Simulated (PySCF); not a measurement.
# NiBr⁺ from Hartree–Fock to correlated methods

State: triplet, unpaired electrons π ↑, δ ↑, a mixture of terms (⟨Lz²⟩ = 3.4). Set-up: basis Ni def2-TZVPPD, Br def2-TZVPPD; no relativity; PySCF 2.14. De refers to Ni⁺ (3d9) + Br in their high-spin ground configurations, without counterpoise correction. The functionals are run spin-unrestricted. A positive dipole points towards Br; it is taken about the centre of mass and depends on that origin. Levels whose curve was spin-contaminated or gave no clean fit are not listed.

```tsv
Level	Re (Å)	ωe (cm⁻¹)	De (eV)	μ (D)	CPU s a point (SCF and correlation, without the integrals)
UHF	2.245	357	n/a	-9.26	13
UHF-MP2	2.167	369	n/a	n/a	18
UHF-SCS-MP2	2.186	363	n/a	n/a	n/a
r²SCAN	2.173	347	n/a	-5.76	23
r²SCAN0	2.165	370	n/a	-6.62	17
```

Problem. What does a quarter of exact exchange do here, going from r²SCAN to r²SCAN0?

Solution. r²SCAN0 less r²SCAN: -0.8 pm in Re, +6.6 % in ωe. Exact exchange removes part of the self-interaction that spreads semilocal densities, and in most molecules shortens and stiffens the bond and lowers De; so it does here.

Problem. What does second-order correlation do here, going from UHF to UHF-MP2?

Solution. UHF-MP2 less UHF: -7.8 pm in Re, +3.4 % in ωe. Correlation nearly always deepens the well. The bond shortens, as in weak, metallic or heavy-atom bonds, where dispersion and the correlation of outer-core electrons pull the atoms together.

Correlated steps freeze 14 core orbitals. De is left out where the level can put another filling of the metal’s s and d shells below the measured ground configuration, by anything from nothing to about 1 eV. Spin–orbit coupling is left out. With d or f electrons several states lie close, and the lowest PBE0 determinant need not be the measured ground state.

The whole job (state search and all levels along the bond) took about 30 min on 2 threads of Intel Xeon Platinum 8259CL @ 2.50GHz (shared host), peak memory 5.1 GiB.
